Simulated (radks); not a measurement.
Q: Valence configurations of K I (all share [Ar]). Calculated with a radial shooting solver on a logarithmic mesh with Libxc functionals: Dirac Kohn-Sham, BLYP, spin-unpolarised, spherical densities, finite nucleus; open shells fill j = l - 1/2 first; Fermi nuclear charge, rms radius 3.4349 fm. Order these by energy: 4p1; 3d0.5 4s0.5; 4s1; 3d1; 4s0.5 4p0.5.

A: From the lowest, in eV above it: 4s1 0.000; 4s0.5 4p0.5 0.797; 3d0.5 4s0.5 1.234; 4p1 1.641; 3d1 2.537. NIST lists [Ar] 4s1 as the ground configuration; this level of theory agrees among the configurations tried. The energies are those of spherical spin-averaged densities, not of single terms.
